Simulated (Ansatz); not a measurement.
Geometry optimisation, UKS PBE-D4/def2-SVP (Ansatz 0.2.0).

Input:

```yaml
crystal:
  periodic: [false, false, false]
  atoms:
    - { symbol: W, position_ang: [-0.010778, -0.034324, 0.964607] }
    - { symbol: F, position_ang: [-1.638214, -0.476498, 1.801918] }
    - { symbol: O, position_ang: [1.682953, -0.958361, 0.877604] }
    - { symbol: H, position_ang: [2.10232, -1.16536, 0.016325] }
    - { symbol: H, position_ang: [0.049354, 1.574695, 0.364141] }
    - { symbol: H, position_ang: [-1.236025, 0.214755, -0.242832] }
    - { symbol: H, position_ang: [-0.611946, -0.922331, -0.459254] }
    - { symbol: H, position_ang: [0.525738, 0.043604, -0.70513] }
    - { symbol: "N", position_ang: [0.488097, 0.272297, 2.878908] }
    - { symbol: H, position_ang: [1.289569, -0.224884, 3.363295] }
    - { symbol: H, position_ang: [-0.143968, 0.724506, 3.600718] }
magnetization:
  spin_polarized: true
  initial_magnetization: 1
basis:
  gaussian: { orbitals: def2-SVP }
hamiltonian:
  xc: pbe
  dispersion: d4
relax:
  f_tol: 0.03
  max_steps: 50
output:
  orbitals: {}
```

Run as:

```bash
$ ansatz run input.yaml --threads 4 --pin off --max-ram 5120MiB --backend cpu --events-out ev --progress --plain --runs-dir out
```

**Question.** Where does it end, and by what steps?

**Answer.** The run converged. The force dipped under the threshold on the way, but the program's further checks kept it going. After 43 steps the energy has fallen by 1.468 eV; H7 moved furthest, 1.71 Å. Parted: W1–H6 (1.74 → 3.40 Å), W1–H7 (1.78 → 3.85 Å). Joined: H6–H7 (1.32 → 0.77 Å).

| step | energy less start (eV) | largest force component (eV/Å) | accepted |
| --- | --- | --- | --- |
| 0 | 0.0000 | 1.922 | yes |
| 2 | -0.5361 | 1.335 | yes |
| 4 | -0.7279 | 0.784 | yes |
| 6 | -0.9434 | 1.080 | yes |
| 8 | -1.1813 | 0.693 | yes |
| 10 | -1.2307 | 1.002 | no |
| 12 | -1.2991 | 0.309 | yes |
| 14 | -1.3438 | 0.811 | yes |
| 16 | -1.3927 | 0.753 | yes |
| 18 | -1.4384 | 0.365 | yes |
| 20 | -1.4545 | 0.077 | yes |
| 22 | -1.4583 | 0.121 | yes |
| 24 | -1.4601 | 0.144 | yes |
| 26 | -1.4627 | 0.129 | yes |
| 28 | -1.4650 | 0.058 | yes |
| 30 | -1.4647 | 0.192 | no |
| 32 | -1.4650 | 0.234 | no |
| 34 | -1.4663 | 0.085 | yes |
| 36 | -1.4670 | 0.025 | yes |
| 38 | -1.4673 | 0.075 | yes |
| 40 | -1.4676 | 0.017 | yes |
| 42 | -1.4677 | 0.075 | no |
| 43 | -1.4678 | 0.030 | yes |

```xyz
11
Properties=species:S:1:pos:R:3
W 0.204 -0.134 1.444
F -1.594 -0.717 1.270
O 1.512 -1.364 0.771
H 2.169 -1.219 0.068
H -0.256 1.499 1.296
H -1.727 -0.865 -1.251
H -1.431 -0.903 -1.960
H 1.013 0.776 0.264
N 0.755 0.538 3.166
H 1.061 -0.083 3.929
H 0.792 1.520 3.463
```

Whether the end is a true minimum wasn't checked by a vibrational analysis.

The run took 90 s on 4 threads of Arm Neoverse V2, with other jobs on the host, peak memory 0.2 GiB.
